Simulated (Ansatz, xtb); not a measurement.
# Two isomers of C5H4BrCl

Structure a: `ClC1=C[C@H](Br)C=C1`, a singlet. Structure b: `ClC1=CCC=C1Br`, a singlet. Both are isolated molecules in the gas phase, relaxed with B3LYP/def2-SVP.

Estimate which is lower in electronic energy at CCSD(T)/def2-SVP + ΔMP2/def2-TZVPP, and by roughly how much.

Too close to call at this level: CCSD(T)/def2-SVP + ΔMP2/def2-TZVPP gives E(b) − E(a) = −0.68 kcal/mol.

How the difference moves with the method:

| level | geometry | E(b) − E(a) (kcal/mol) | departure from the last row (kcal/mol) | job, with rough time for the two |
| --- | --- | --- | --- | --- |
| GFN2-xTB | GFN2-xTB | −3.61 | −2.93 | optimisation, 0.15 s |
| HF/STO-3G | GFN2-xTB | −5.27 | −4.58 | single point, 0.5 s |
| r2SCAN-D4/def2-SVP | GFN2-xTB | −2.19 | −1.51 | single point, 4.9 s |
| B3LYP/def2-SVP | B3LYP/def2-SVP | −1.10 | −0.42 | optimisation, 33 s |
| HF/def2-SVP | B3LYP/def2-SVP | +0.65 | +1.33 | part of the CCSD(T) run |
| MP2/def2-SVP | B3LYP/def2-SVP | −1.70 | −1.02 | part of the CCSD(T) run |
| CCSD(T)/def2-SVP | B3LYP/def2-SVP | −0.76 | −0.08 | single point |
| CCSD(T)/def2-SVP + ΔMP2/def2-TZVPP | B3LYP/def2-SVP | −0.68 |  | single point, 82 s |

As drawn, both hold the same kinds of bond in the same numbers.

The largest departure from CCSD(T)/def2-SVP + ΔMP2/def2-TZVPP is that of HF/STO-3G, 4.58 kcal/mol. The last row adds to CCSD(T) the change of the MP2 difference between the two basis sets, here +0.08 kcal/mol.

With thermal terms from frequencies at re-optimised GFN2-xTB minima (ideal gas, soft modes damped towards free rotors, one conformer each, 298.15 K, 1 atm): the zero-point term adds −0.13 kcal/mol; ΔH is −0.79 and ΔG −0.64 kcal/mol.

The correlated steps freeze 19 core orbitals; the filled d shell of Br is correlated, in a basis made for valence electrons. Mirror images aren't counted in ΔG. Programs: Ansatz 0.2.0, xtb 6.7.1; the last row on 4 threads of Arm Neoverse V1 on a shared host.
